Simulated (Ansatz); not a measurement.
`O[Si](O)(O)[O][Ge]([F])([F])[O][Si](O)(O)O`. Charge 0, multiplicity 1. The structure was optimised at the PBE0-D4/def2-TZVP level. It is one conformer, not always the lowest.

```xyz
19

O    -0.931   -2.510   -2.471
Si   -0.781   -1.338   -1.364
O    -2.242   -1.038   -0.731
O    -0.116   -0.025   -2.105
O     0.273   -1.737   -0.182
Ge    1.705   -1.053    0.496
F     3.010   -1.155   -0.594
F     2.138   -1.995    1.847
O     1.525    0.593    0.982
Si    0.265    1.586    1.290
O     0.965    3.050    1.388
O    -0.883    1.468    0.137
O    -0.545    1.163    2.636
H    -1.643   -3.142   -2.359
H    -2.273   -0.306   -0.104
H    -0.197    0.022   -3.059
H     0.386    3.806    1.496
H    -0.576    1.380   -0.776
H    -0.083    1.230    3.472
```

**Question.** What is the dipole moment at PBE/def2-TZVPP? (Estimate.)

**Answer.** The calculation gave: 3.06 D, with components (-2.27, 1.94, -0.69) D in this frame, pointing from negative to positive charge.

**Question.** And with r2SCAN, B3LYP, ωB97M-V? (Best estimate.)

**Answer.** Computed: r2SCAN 3.14 D, B3LYP 3.16 D, ωB97M-V 3.14 D.

**Question.** Give the Mulliken charges with PBE, r2SCAN, ωB97M-V in def2-TZVPP. (Best estimate.)

**Answer.** The calculation gave: 
```tsv
atom	PBE	r2SCAN	ωB97M-V
O1	-0.36	-0.41	-0.38
Si2	0.60	0.78	0.74
O3	-0.34	-0.40	-0.37
O4	-0.37	-0.44	-0.40
O5	-0.32	-0.41	-0.39
Ge6	0.92	1.07	1.06
F7	-0.30	-0.33	-0.33
F8	-0.29	-0.33	-0.33
O9	-0.32	-0.41	-0.39
Si10	0.58	0.77	0.73
O11	-0.33	-0.38	-0.35
O12	-0.37	-0.43	-0.41
O13	-0.33	-0.39	-0.35
H14	0.20	0.22	0.19
H15	0.21	0.23	0.21
H16	0.21	0.22	0.20
H17	0.19	0.21	0.18
H18	0.21	0.22	0.22
H19	0.20	0.21	0.19
```

B3LYP here is the variant with VWN-RPA as its local correlation; programs differ in this.
